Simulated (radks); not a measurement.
Question: These are the eigenvalues of the occupied orbitals of an atom or ion with whole-number occupations (eV). All-electron calculation, scalar-relativistic Kohn-Sham, r2SCAN, spin-polarised, spherical densities, finite nucleus; meta-GGA in the generalised Kohn-Sham scheme; Fermi nuclear charge, rms radius of each element as measured or else 0.836 A^(1/3) + 0.57 fm. Program: a radial shooting solver on a logarithmic mesh with Libxc functionals.

orbital  eigenvalue
1s        -83479.10
2s        -16882.53
2p        -14951.52
3s        -5846.282
3p        -5279.153
3d        -4695.693
4s        -2855.549

Which element is it, and in what charge state? The configuration may be excited. Open shells, if any, are filled with parallel spins first.

Answer: Z = 79, gold, charge +49: Au49+ in [Ar] 3d10 4s2. The list shows which subshells hold electrons but not how many an open one holds; the 1s level, -3067.8 hartree, gives Z - s = 78.3 by -(Z - s)^2/2, which with screening and relativity narrows Z to a few neighbours, and the depths of the outer levels then fix element, charge and occupations together.
